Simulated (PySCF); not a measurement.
C₂Cl₄, singlet, geometry from GFN2-xTB; PBE0/def2-SVP (PySCF).

PySCF was given this input:
```python
from pyscf import gto, scf, dft

mol = gto.M(
    atom='''
C     0.00305246    0.00262455    0.66926011
C    -0.00305246   -0.00262455   -0.66926011
Cl    0.00298418    1.45814059    1.57060993
Cl    0.01139454   -1.44577756    1.58195950
Cl   -0.00298418   -1.45814059   -1.57060993
Cl   -0.01139454    1.44577756   -1.58195950
''',
    basis='def2-svp',
    verbose=4,
)

mf = dft.RKS(mol)
mf.xc = 'pbe0'
mf.grids.atom_grid = (99, 590)
mf.grids.prune = None
mf.kernel()
```

Predict the main parts of the log of this PySCF run.


```
PySCF version 2.14.0

[INPUT] verbose = 4
[INPUT] num. atoms = 6
[INPUT] num. electrons = 80
[INPUT] charge = 0
[INPUT] spin (= nelec alpha-beta = 2S) = 0
[INPUT] symmetry False subgroup None
[INPUT] Mole.unit = angstrom
[INPUT] Symbol           X                Y                Z      unit          X                Y                Z       unit  Magmom
[INPUT]  1 C      0.003052460000   0.002624550000   0.669260110000 AA    0.005768313406   0.004959680700   1.264718313996 Bohr   0.0
[INPUT]  2 C     -0.003052460000  -0.002624550000  -0.669260110000 AA   -0.005768313406  -0.004959680700  -1.264718313996 Bohr   0.0
[INPUT]  3 Cl     0.002984180000   1.458140590000   1.570609930000 AA    0.005639282906   2.755486366212   2.968022616222 Bohr   0.0
[INPUT]  4 Cl     0.011394540000  -1.445777560000   1.581959500000 AA    0.021532559915  -2.732123625442   2.989470195154 Bohr   0.0
[INPUT]  5 Cl    -0.002984180000  -1.458140590000  -1.570609930000 AA   -0.005639282906  -2.755486366212  -2.968022616222 Bohr   0.0
[INPUT]  6 Cl    -0.011394540000   1.445777560000  -1.581959500000 AA   -0.021532559915   2.732123625442  -2.989470195154 Bohr   0.0

nuclear repulsion = 494.787990878492
number of shells = 44
number of NR pGTOs = 192
number of NR cGTOs = 100
basis = def2-svp
ecp = {}

******** <class 'pyscf.dft.rks.RKS'> ********
method = RKS
initial guess = minao
damping factor = 0
level_shift factor = 0
DIIS = <class 'pyscf.scf.diis.CDIIS'>
diis_start_cycle = 1
diis_space = 8
diis_damp = 0
SCF conv_tol = 1e-09
SCF conv_tol_grad = None
SCF max_cycles = 50
direct_scf = True
direct_scf_tol = 1e-13
XC library pyscf.dft.libxc version 7.1.2
    S. Lehtola, C. Steigemann, M. J. T. Oliveira, and M. A. L. Marques,  SoftwareX 7, 1–5 (2018)
XC functionals = pbe0
    C. Adamo and V. Barone,  J. Chem. Phys. 110, 6158 (1999)
    M. Ernzerhof and G. E. Scuseria,  J. Chem. Phys. 110, 5029 (1999)
radial grids:
    Treutler-Ahlrichs [JCP 102, 346 (1995); DOI:10.1063/1.469408] (M4) radial grids

becke partition: Becke, JCP 88, 2547 (1988); DOI:10.1063/1.454033
pruning grids: None
grids dens level: 3
symmetrized grids: False
atomic radii adjust function: <function treutler_atomic_radii_adjust>
User specified grid scheme (99, 590)
small_rho_cutoff = 0
Set gradient conv threshold to 3.16228e-05
Initial guess from minao.
tot grids = 350464
init E= -1916.54841416687
  HOMO = -0.244311423535144  LUMO = -0.0396500035282008  gap/eV = 5.56912
cycle= 1 E= -1915.59130176012  delta_E= 0.957  |g|= 0.438  |ddm|= 3.27
  HOMO = -0.30038319721283  LUMO = -0.105387748643305  gap/eV = 5.30610
cycle= 2 E= -1915.48289980314  delta_E= 0.108  |g|= 0.797  |ddm|= 1.59
  HOMO = -0.260324988090355  LUMO = -0.027207069974756  gap/eV = 6.34346
cycle= 3 E= -1915.64202046761  delta_E= -0.159  |g|= 0.0238  |ddm|= 1.08
  HOMO = -0.264866088918712  LUMO = -0.0303800265476379  gap/eV = 6.38069
cycle= 4 E= -1915.64214771245  delta_E= -0.000127  |g|= 0.00738  |ddm|= 0.0444
  HOMO = -0.264090107874422  LUMO = -0.0295501514816485  gap/eV = 6.38216
cycle= 5 E= -1915.64216108711  delta_E= -1.34e-05  |g|= 0.00162  |ddm|= 0.0158
  HOMO = -0.264060427453884  LUMO = -0.0295050971527133  gap/eV = 6.38258
cycle= 6 E= -1915.64216182048  delta_E= -7.33e-07  |g|= 0.000191  |ddm|= 0.0039
  HOMO = -0.264085739332463  LUMO = -0.0295320577382236  gap/eV = 6.38253
cycle= 7 E= -1915.64216183168  delta_E= -1.12e-08  |g|= 3.4e-05  |ddm|= 0.000369
  HOMO = -0.264080670112827  LUMO = -0.0295262666529919  gap/eV = 6.38255
cycle= 8 E= -1915.64216183199  delta_E= -3.1e-10  |g|= 5.85e-06  |ddm|= 6.96e-05
  HOMO = -0.264081508805786  LUMO = -0.0295270394936393  gap/eV = 6.38255
Extra cycle  E= -1915.642161832  delta_E= -1.09e-11  |g|= 4.42e-06  |ddm|= 1.59e-05
converged SCF energy = -1915.642161832
```
